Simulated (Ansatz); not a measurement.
Consider the ligand exchange at the Al–Cl bond: `[SH][Al]([Cl])[Cl]` + H₂S → `[SH][Al]([SH])[Cl]` + HCl.

Isolated molecules relaxed with PBE0-D4/def2-TZVP in Ansatz; ΔE leaves out vibrations. CCSD(T)/CBS is the MP2 limit (def2-TZVPP, def2-QZVPP) plus CCSD(T) − MP2 in def2-TZVPP, frozen cores. This one scheme is used for every species. Functionals use def2-TZVPP. B3LYP here is the variant with VWN-RPA as its local correlation; programs differ in this. Each species was taken in one conformer, which may not be the lowest.

| level | ΔE (kJ/mol) | difference from CCSD(T)/CBS |
| --- | --- | --- |
| LDA (SPW92) | 39.5 | -6.7 |
| PBE-D4 | 40.5 | -5.7 |
| BLYP-D4 | 45.7 | -0.5 |
| r2SCAN-D4 | 46.2 | 0.0 |
| r2SCAN0-D4 | 46.9 | 0.7 |
| BHLYP-D4 | 50.2 | 4.0 |
| B2PLYP | 48.5 | 2.3 |
| PBE-QIDH | 45.3 | -0.9 |
| PBE | 41.9 | -4.3 |
| B3LYP | 49.4 | 3.2 |
| HF/def2-TZVPP | 57.3 | 11.1 |
| CCSD/def2-TZVPP | 47.3 | 1.1 |
| HF/def2-QZVPP | 58.1 | 11.9 |
| MP2/def2-QZVPP | 46.1 | -0.1 |
| HF/CBS(def2) | 58.2 | 12.0 |
| CCSD/CBS(def2) | 48.2 | 2.0 |
| CCSD(T)/CBS | 46.2 | 0 |

Largest T1 diagnostic among the species: 0.010.

From BLYP to BHLYP (50 % exact exchange), in def2-TZVPP and without D4, ΔE moves by +4.1 kJ/mol. In def2-TZVPP, CCSD(T) changes the Hartree–Fock value by −12.0 kJ/mol (the triples alone add −2.0 kJ/mol) and MP2 by −12.0 kJ/mol.
